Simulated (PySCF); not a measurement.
Species: MoO2(OH)2 (singlet state).
Bonds: Mo1–O2, Mo1–O3, Mo1–O4, Mo1–O6. Hydrogens: H5 on O4; H7 on O6.

Method used: PBE0-D3(BJ)/def2-SVP geometry optimisation, gas phase, def2 core potentials past Kr (PySCF 2.14.0).

Task: List the bond lengths, angles and torsions at this level.

Result: 
| bond | length (pm) |
| --- | --- |
| Mo1–O2, Mo1–O3 | 167.3 |
| Mo1–O4, Mo1–O6 | 186.6 |
| O4–H5, O6–H7 | 96.5 |

Bonds in one row agree within 1 pm and their mean is given. A selection of angles:
| angle | degrees |
| --- | --- |
| O2–Mo1–O3 | 108.9 |
| O2–Mo1–O4 | 110.2 |
| O4–Mo1–O6 | 110.3 |
| Mo1–O4–H5 | 126.2 |

Dihedral angles: H5–O4–Mo1–O2 -12° (synperiplanar); H7–O6–Mo1–O2 -134° (anticlinal). The mirror-image conformer, all signs reversed, is as good.

The Mo–O distances run from 1.673 Å (Mo1–O3) to 1.866 Å (Mo1–O4), a spread of 0.193 Å. Mo1 (molybdenum bonded to 4 O) is tetrahedral (angles from 108.8° to 110.3°).

Point group: C2 (tolerance 0.08 Å). Stationary, but not proved a minimum. Torsions: O2–Mo1–O4–H -12°, O2–Mo1–O6–H -134°.
